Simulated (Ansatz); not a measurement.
Computed with Ansatz on PBE0-D4/def2-TZVP structures; ΔE is electronic, products minus reactants. CCSD(T)/CBS is the MP2 limit (def2-TZVPP, def2-QZVPP) plus CCSD(T) − MP2 in def2-TZVPP, frozen cores. DFT in def2-TZVPP. One conformer a species, not always the lowest.

`O[SiH](O)C[SiH](O)F` + `N[SiH](O)Cl` → `O[SiH](O)N[SiH](O)Cl` + `C[SiH](O)F`  (ligand exchange at the Si–C bond)

`O[SiH](O)C[SiH](O)F`:

Cartesian coordinates in Å:
```
O -0.920 -1.474 -1.445
Si -0.476 -1.297 0.120
O 1.167 -1.431 0.328
C -0.841 0.411 0.749
Si 0.232 1.670 -0.093
O 1.804 1.394 0.214
F -0.072 1.487 -1.668
H -0.727 -0.735 -2.029
H -1.160 -2.397 0.835
H 1.579 -2.258 0.071
H -0.661 0.455 1.828
H -1.898 0.638 0.574
H -0.051 3.083 0.223
H 2.023 0.455 0.293
```

`N[SiH](O)Cl`:

```xyz
8

N     0.878    0.492    0.666
Si   -0.321    0.071   -0.463
O    -0.472   -1.548   -0.587
Cl   -2.031    0.973    0.243
H     0.794    1.329    1.217
H     1.836    0.207    0.545
H    -0.129    0.514   -1.856
H    -0.555   -2.038    0.235
```

`O[SiH](O)N[SiH](O)Cl`:

```xyz
13

O     2.257    0.550    0.233
Si    1.075   -0.555    0.494
O     0.330   -0.004    1.857
N    -0.119   -0.671   -0.723
Si   -1.450    0.379   -1.017
O    -1.609    1.391    0.242
Cl   -3.102   -0.817   -1.308
H     2.814    0.457   -0.540
H     1.661   -1.905    0.665
H     0.889    0.485    2.466
H    -0.148   -1.558   -1.207
H    -1.341    1.193   -2.240
H    -1.256    1.057    1.077
```

`C[SiH](O)F`:

Z-matrix (Å, degrees):
```
C
Si 1 1.851
H 1 1.093 2 110.5
H 1 1.093 2 110.6 3 -119.8
H 1 1.093 2 111.4 3 119.7
O 2 1.634 1 113.2 3 179.7
F 2 1.601 1 107.2 3 -59.2
H 2 1.477 1 113.7 3 59.6
H 6 0.958 2 119.0 1 51.4
```

Task: Is it downhill or uphill in electronic energy at CCSD(T)/CBS, and by how much? (Estimate.)

Result: Computed: Downhill: ΔE = -12.1 kcal/mol.

Task: What do these levels give: PBE-D4, r2SCAN-D4, ωB97M-V, B2PLYP, PBE0, MP2/def2-TZVPP? (An estimate is asked.)

Result: The calculation gave: PBE-D4 -10.2, r2SCAN-D4 -11.7, ωB97M-V -11.3, B2PLYP -12.8, PBE0 -11.1, MP2/def2-TZVPP -12.3 kcal/mol.

Largest T1 diagnostic among the species: 0.012.

In def2-TZVPP, CCSD(T) changes the Hartree–Fock value by +3.3 kcal/mol (the triples alone add +0.4 kcal/mol) and MP2 by +3.3 kcal/mol.
